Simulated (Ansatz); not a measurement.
`C[O][Ge][F]` → `[F][GeH]` + `C=O` at 500 K and 1 bar (β-hydride elimination).

Computed with Ansatz on PBE0-D4/def2-TZVP structures; ΔE is electronic, products minus reactants. CCSD(T)/CBS is the MP2 limit (def2-TZVPP, def2-QZVPP) plus CCSD(T) − MP2 in def2-TZVPP, frozen cores. This one scheme is used for every species. For Ge outer-core shells are correlated without core-valence functions, which leaves a few kJ/mol of doubt a bond. Scalar relativity is left out up to krypton. Each species was taken in one conformer, which may not be the lowest.

| species | CCSD(T)/CBS energy (Eh) | H − E (kJ/mol) | S (J/(mol·K)) |
| --- | --- | --- | --- |
| `C[O][Ge][F]` | -2290.98541 | 149.4 | 365.0 |
| `[F][GeH]` | -2176.50038 | 39.0 | 274.7 |
| `C=O` | -114.39408 | 87.9 | 238.5 |

H − E and S are ideal-gas, rigid-rotor, harmonic terms from PBE0-D4/def2-TZVP, for one conformer and one mirror image of each species. 1 Eh = 2625.50 kJ/mol, R = 8.31446 J/(mol·K).

Task: By hand: ΔE, ΔH, ΔS and ΔG.

Result: ΔE = (-2176.50038) + (-114.39408) − (-2290.98541) = 0.09095 Eh = 238.8 kJ/mol. Δ(H − E) = 39.0 + 87.9 − 149.4 = -22.5, so ΔH = 216.3 kJ/mol. ΔS = 274.7 + 238.5 − 365.0 = 148.2 J/(mol·K). ΔG = 216.3 − 500 × (148.2)/1000 = 142.2 kJ/mol.

Task: By hand: the equilibrium constant, and the temperature at which ΔG would vanish if ΔH and ΔS stayed fixed.

Result: log₁₀ K = −ΔG/(RT ln 10) = -14.9. ΔG = 0 at ΔH/ΔS = 1460 K.

The number of gas molecules changes by +1, which sets the sign of ΔS. A doubt of 5 kJ/mol in ΔE shifts log₁₀ K by 0.5 here. Other conformers and mirror images would add mixing entropy, several J/(mol·K) or more a flexible species. These are equilibria of isolated gas molecules and say nothing of rates. Largest T1 diagnostic: 0.015 (customary marks: 0.02 for closed shells, 0.045 for open ones).
